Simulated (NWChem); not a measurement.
Molecule: CH$_{6}$InN; SMILES C[NH][InH2]

```xyz
9

In     0.0251    -0.6399     0.0000
H     -1.2780    -1.7646     0.0000
H      1.7282    -0.8948     0.0000
N     -0.5287     1.3095     0.0000
C      0.3087     2.4795     0.0000
H     -1.5184     1.5343     0.0000
H      0.1566     3.1231     0.8892
H      0.1566     3.1231    -0.8892
H      1.3722     2.1911     0.0000
```
Atoms are numbered in this order, from 1.

Computed with NWChem. All runs use the structure optimised with PBE0/def2-SVP. No frequency run checked for a minimum. def2 effective core potentials on In; no spin-orbit coupling. Ions are spin-unrestricted doublets at the neutral geometry; other ion states weren't tried.

What does the run give for PBE/def2-SVP? Quantities: vertical ionisation energy, ΔSCF (eV); −ε(HOMO) (eV).


| Quantity | Result |
|---|---|
| vertical ionisation energy, ΔSCF (eV) | 8.23 |
| −ε(HOMO) (eV) | 5.00 |
